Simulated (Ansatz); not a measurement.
Ag5H4⁺, relaxed as a singlet with RKS PBE-D4/def2-SVP in Ansatz, starting from the GFN1-xTB geometry. Force threshold 0.02 eV/Å.

In the def2 sets Ag takes a core potential; there is no spin–orbit coupling. The structure comes from a short search, and lower isomers may exist.

Start:

```xyz
9

Ag   -0.376    1.198    1.478
Ag    0.976   -1.818   -0.688
Ag    1.216   -1.007    1.958
Ag   -0.566    0.363   -1.224
Ag   -2.184    2.353   -2.248
H    -1.355    1.758   -0.860
H     0.551    0.352    2.649
H     0.107   -1.023   -1.886
H     1.631   -2.177    0.820
```

Task: Estimate the energy that the relaxation releases and the steps that it takes.

Result: 15.0 kcal/mol, in 18 steps; 51 s on 4 threads of Arm Neoverse V1 on a shared host. The force fell under the threshold at step 8, but the optimiser went on and released 0.064 eV more. No frequencies were taken in this run, so the end may be a saddle point.

Task: Does the start keep its bonding and symmetry?

Result: Bonds formed: Ag1–H6 (atoms count from 1). Metal–metal contacts that move far: Ag1–Ag5 4.30 to 2.90 Å. The end is the same structure that another start reached, the lowest one found. Point group Cs at the start, Cs at the end, both within 0.05 Å.

Task: Predict the relaxed structure.

Result: 
```tsv
atom	x (Å)	y (Å)	z (Å)
Ag1	-0.407	1.365	0.954
Ag2	0.965	-1.911	-0.648
Ag3	0.917	-0.834	1.867
Ag4	-0.361	0.242	-1.665
Ag5	-2.446	2.143	-0.962
H6	-0.717	1.875	-0.821
H7	0.207	0.693	2.476
H8	0.305	-1.312	-2.201
H9	1.537	-2.261	1.001
```
Bond lengths (bridged metal pairs left out): 9 × Ag–H 1.76 to 1.87 Å.
